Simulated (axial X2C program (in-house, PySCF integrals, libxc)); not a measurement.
Working with the constants of NaV⁺

A bond curve at the CCSD(T) level, with spin–orbit coupling, was computed with an in-house relativistic program for diatomic molecules (basis V dyall-cv3z [10s10p6d4f2g], Na dyall-cv3z [9s8p5d2f] (cores contracted in-house)) for the state Ω = 1/2 (⟨Sz⟩ = 2.50, ⟨Lz⟩ = -2.00 at HF). Its fit gives Re = 3.1982 Å, ωe = 132.8 cm⁻¹, ωexe = 0.527 cm⁻¹ and αe = 6.703e-04 cm⁻¹; the masses are 50.9440 and 22.9898 u. Two-component means X2C with spin–orbit coupling and atomic mean-field Coulomb and Gaunt terms.

Correlated methods: 13 electrons correlated (number of frozen shells: V 3 s, 2 p; Na 1 s), 303 virtual spin orbitals or spinors in MP2, 90 natural virtuals in coupled cluster.

Task: Find the reduced mass, Be and the force constant.

Result: From the CCSD(T) values: μ = 15.8411 u. Be = 16.8576/(μ Re²) = 0.104 cm⁻¹. k = 5.8918×10⁻⁷ μ ωe² = 0.165 mdyn/Å.

Task: Estimate the centrifugal constant by the Kratzer relation.

Result: D = 4Be³/ωe² = 2.55e-07 cm⁻¹.

Task: A Morse curve ties αe to the other constants (Pekeris). How well does that hold?

Result: αe(Morse) = 6Be²/ωe × (√(ωexe/Be) − 1) = 6.116e-04 cm⁻¹; the CCSD(T) curve gives 6.703e-04 cm⁻¹, a ratio of 0.91.

Task: Where do the fundamental and the first overtone lie?

Result: ν(1←0) = ωe − 2ωexe = 131.7 cm⁻¹; ν(2←0) = 2ωe − 6ωexe = 262.4 cm⁻¹.

Occupations by symmetry block were frozen at the best pattern of an incomplete PBE0 search. CCSD and (T) use frozen natural virtuals with an MP2 correction for the truncation; (T) itself is uncorrected, so its De runs slightly low. With several unpaired electrons one determinant need not be a pure state. The outer-core s and p shells of the metal are frozen in the correlated rows, which leaves out core–valence correlation; for alkali and alkaline-earth bonds that tends to lengthen them. The lowest spin-free determinant has another configuration (M_S = 5/2, Λ = 0), so the order of states is uncertain and this need not be the ground state.
